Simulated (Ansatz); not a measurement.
A structure relaxed at PBE0-D4/def2-TZVP, charge 0, multiplicity 1:

Cartesian coordinates in Å:
```
N 1.250 -2.169 -0.061
C 0.677 -1.172 -0.032
Ge -0.222 0.510 0.077
F -1.860 0.166 0.429
F -0.200 1.176 -1.499
H 0.355 1.488 1.085
```

**Question.** Give its formula and SMILES.

**Answer.** CHF2GeN, `N#[C][GeH]([F])[F]`.

**Question.** Point group (tolerance 0.08 Å, 0.16 Å for H)?

**Answer.** Cs.

**Question.** Summarise the bond lengths by kind.

**Answer.** 1 × C–N 1.150 Å; 1 × C–Ge 1.910 Å; 2 × F–Ge 1.711 Å; 1 × Ge–H 1.518 Å.

All numbers were calculated with Ansatz.
